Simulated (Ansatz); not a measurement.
Start from `C/C=[C](/F)[ZnH]` and change one atom or group (the configuration at the double bond changes too) to get `C/C=C(\F)SC`.

Ansatz, PBE0-D4/def2-TZVP geometries, multiplicity 1. Each molecule was computed in one conformer, which needn't be the lowest.

Scalar relativity is left out up to krypton.

```
                                          property  `C/C=[C](/F)[ZnH]`
             LUMO energy (ωB97M-V/def2-TZVPP) / eV                0.58
              HOMO–LUMO gap (PBE0/def2-TZVPP) / eV                6.10
                 LUMO energy (PBE/def2-TZVPP) / eV               -1.69
size of the dipole moment (ωB97M-V/def2-TZVPP) / D                1.60
             HOMO energy (ωB97M-V/def2-TZVPP) / eV               -9.23
               HOMO–LUMO gap (PBE/def2-TZVPP) / eV                4.16
```

Question: Give the same properties after the change, and the shifts. (An estimate is asked.)

Answer: Ansatz gave: 
| property | `C/C=C(\F)SC` | shift |
| --- | --- | --- |
| LUMO energy (ωB97M-V/def2-TZVPP) / eV | 2.05 | 1.47 |
| HOMO–LUMO gap (PBE0/def2-TZVPP) / eV | 6.51 | 0.41 |
| LUMO energy (PBE/def2-TZVPP) / eV | -0.95 | 0.74 |
| size of the dipole moment (ωB97M-V/def2-TZVPP) / D | 1.23 | -0.37 |
| HOMO energy (ωB97M-V/def2-TZVPP) / eV | -8.66 | 0.57 |
| HOMO–LUMO gap (PBE/def2-TZVPP) / eV | 4.40 | 0.24 |

With PBE0 the HOMO rises by 0.52 eV and the LUMO rises by 0.93 eV, so the gap widens by about 0.41 eV. PBE moves the HOMO by 0.51 eV and ωB97M-V by 0.57 eV. Dipoles are sizes alone; their direction can turn.
